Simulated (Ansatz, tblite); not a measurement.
Forces on `c1csc(-c2ccc(-c3ccc(-c4cccs4)s3)s2)c1` at its PBE-D4/def2-SVP geometry. Charge 0, multiplicity 1.

The xTB rows come from tblite. Single mean-field runs in def2-TZVP are fitted with def2-universal-jkfit.

GFN2-xTB (tblite), largest force 0.85 eV/Å:

```xyz
30
positions Å, forces eV/Å
C    -3.483    1.108   -5.895    0.485    0.149   -0.043
C    -2.282    1.609   -6.364   -0.647   -0.219    0.143
S    -1.045    1.532   -5.156   -0.369   -0.103   -0.052
C    -2.134    0.809   -3.990   -0.560   -0.134   -0.015
C    -1.697    0.459   -2.657   -0.418   -0.180    0.177
C    -2.445   -0.118   -1.628    0.251    0.110   -0.102
C    -1.705   -0.329   -0.442    0.251    0.104   -0.099
C    -0.373    0.080   -0.533   -0.369   -0.159    0.151
C     0.667    0.022    0.462    0.355    0.159   -0.177
C     2.001    0.428    0.376   -0.273   -0.116    0.126
C     2.733    0.215    1.568   -0.245   -0.127    0.154
C     1.979   -0.360    2.591    0.359    0.164   -0.170
C     2.378   -0.721    3.932   -0.391   -0.183    0.254
C     1.619   -1.293    4.954    0.249    0.144   -0.228
C     2.358   -1.508    6.151    0.459    0.199   -0.204
C     3.676   -1.101    6.045   -0.627   -0.234    0.199
S     4.020   -0.448    4.480   -0.264   -0.162    0.203
S     0.335   -0.635    2.053    0.218    0.107   -0.124
S    -0.052    0.736   -2.126   -0.262   -0.113    0.110
C    -3.403    0.654   -4.549    0.334    0.069    0.046
H    -4.397    1.067   -6.502    0.635    0.018    0.446
H    -2.051    2.023   -7.353   -0.176   -0.321    0.770
H    -3.506   -0.379   -1.740    0.748    0.173    0.108
H    -2.125   -0.772    0.472    0.300    0.310   -0.634
H     2.426    0.871   -0.535   -0.305   -0.311    0.638
H     3.795    0.473    1.690   -0.745   -0.183   -0.082
H     0.557   -1.548    4.831    0.753    0.181    0.080
H     1.934   -1.949    7.063    0.280    0.309   -0.660
H     4.468   -1.145    6.802   -0.611    0.039   -0.593
H    -4.249    0.222   -3.997    0.584    0.310   -0.419
```

PBE-D4/def2-TZVP (Ansatz), largest force 0.44 eV/Å:

```
C 0.112 0.032 -0.013
C -0.084 0.001 -0.024
S -0.418 -0.134 -0.016
C -0.095 0.017 -0.059
C -0.058 -0.053 0.103
C 0.101 0.050 -0.055
C 0.121 0.047 -0.041
C -0.108 -0.034 0.010
C 0.105 0.026 -0.004
C -0.122 -0.042 0.040
C -0.102 -0.061 0.079
C 0.060 0.054 -0.099
C -0.033 -0.024 0.099
C 0.098 0.047 -0.080
C 0.110 0.040 -0.036
C -0.058 -0.026 0.068
S -0.339 -0.180 0.183
S 0.320 0.154 -0.173
S -0.340 -0.156 0.168
C 0.120 0.025 -0.004
H 0.274 0.013 0.173
H -0.077 -0.135 0.326
H 0.300 0.074 0.031
H 0.112 0.126 -0.266
H -0.113 -0.126 0.266
H -0.304 -0.071 -0.046
H 0.309 0.070 0.045
H 0.130 0.129 -0.268
H -0.263 0.015 -0.247
H 0.243 0.123 -0.160
```

PBE0-D4/def2-TZVP (Ansatz), largest force 1.06 eV/Å:

```
C 0.476 0.166 -0.105
C -0.276 -0.153 0.265
S -1.016 -0.312 0.007
C -0.368 0.103 -0.513
C -0.033 -0.227 0.615
C 0.350 0.234 -0.372
C 0.548 0.178 -0.070
C -0.557 -0.047 -0.313
C 0.554 0.041 0.312
C -0.561 -0.174 0.065
C -0.342 -0.248 0.415
C -0.004 0.215 -0.604
C 0.042 -0.178 0.603
C 0.343 0.225 -0.392
C 0.490 0.173 -0.109
C -0.398 -0.064 -0.089
S -0.874 -0.412 0.406
S 0.841 0.401 -0.455
S -0.857 -0.405 0.458
C 0.517 0.084 0.140
H 0.495 0.023 0.319
H -0.145 -0.236 0.558
H 0.556 0.136 0.059
H 0.209 0.232 -0.486
H -0.212 -0.232 0.486
H -0.558 -0.132 -0.078
H 0.562 0.130 0.076
H 0.232 0.235 -0.489
H -0.462 0.019 -0.417
H 0.446 0.226 -0.292
```
